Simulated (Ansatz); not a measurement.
Reaction (redistribution): `N[SiH2][Ga]([F])[SiH3]` + `O[SiH](F)S` → `N[SiH2][SiH](O)S` + `[F][Ga]([F])[SiH3]`

Gas-phase electronic energies from Ansatz, PBE0-D4/def2-TZVP geometries. CCSD(T)/CBS is the MP2 limit (def2-TZVPP, def2-QZVPP) plus CCSD(T) − MP2 in def2-TZVPP, frozen cores. For Ga outer-core shells are correlated without core-valence functions, which leaves a few kJ/mol of doubt a bond. Scalar relativity is left out up to krypton. Each species was taken in one conformer, which may not be the lowest.

`N[SiH2][Ga]([F])[SiH3]`:

```xyz
12

N     0.431   -2.291   -0.958
Si    1.477   -0.936   -0.734
Ga    0.481    1.046    0.276
F     1.641    2.362    0.552
Si   -1.751    1.633    1.027
H     0.139   -2.834   -0.162
H    -0.302   -2.251   -1.649
H     2.604   -1.378    0.132
H     2.009   -0.547   -2.070
H    -2.032    0.944    2.319
H    -2.767    1.157    0.045
H    -1.929    3.096    1.222
```

`O[SiH](F)S`:

Z-matrix (Å, degrees):
```
Si
F 1 1.594
S 1 2.124 2 107.3
O 1 1.624 2 112.2 3 -119.5
H 1 1.470 2 107.1 3 123.8
H 3 1.344 1 93.3 2 34.3
H 4 0.959 1 118.6 2 71.2
```

`N[SiH2][SiH](O)S`:

Z-matrix (Å, degrees):
```
Si
Si 1 2.343
N 1 1.732 2 102.9
H 1 1.495 2 112.1 3 -125.6
H 1 1.488 2 111.2 3 114.1
S 2 2.148 1 103.0 3 67.1
O 2 1.649 1 109.5 3 -53.2
H 2 1.482 1 117.6 3 -172.1
H 3 1.009 1 118.3 2 -59.4
H 3 1.009 1 119.2 2 161.9
H 6 1.345 2 95.7 1 -176.3
H 7 0.961 2 115.1 1 41.9
```

`[F][Ga]([F])[SiH3]`:

Cartesian coordinates in Å:
```
F 2.384 -1.229 -0.197
Ga 1.123 -0.089 -0.612
F 1.605 0.879 -1.987
Si -0.965 0.090 0.531
H -1.561 1.419 0.255
H -0.730 -0.086 1.985
H -1.854 -0.986 0.026
```

| species | CCSD(T)/CBS(def2) energy (Eh) |
| --- | --- |
| `N[SiH2][Ga]([F])[SiH3]` | -2660.87044 |
| `O[SiH](F)S` | -863.77796 |
| `N[SiH2][SiH](O)S` | -1110.12622 |
| `[F][Ga]([F])[SiH3]` | -2414.49402 |

Task: Work out ΔE.

Result: ΔE = (-1110.12622) + (-2414.49402) − (-2660.87044) − (-863.77796) = 0.02816 Eh = +73.9 kJ/mol.

Largest T1 diagnostic among the species: 0.015.

From PBE to PBE0 (25 % exact exchange), in def2-TZVPP and without D4, ΔE moves by +3.3 kJ/mol. The D4 term adds −4.8 kJ/mol with B3LYP and −2.7 kJ/mol with PBE0; it sums over pairs of atoms, weighted by their polarisabilities, and B3LYP, whose exchange is more repulsive, gets the larger term.

B3LYP here is the variant with VWN-RPA as its local correlation; programs differ in this.
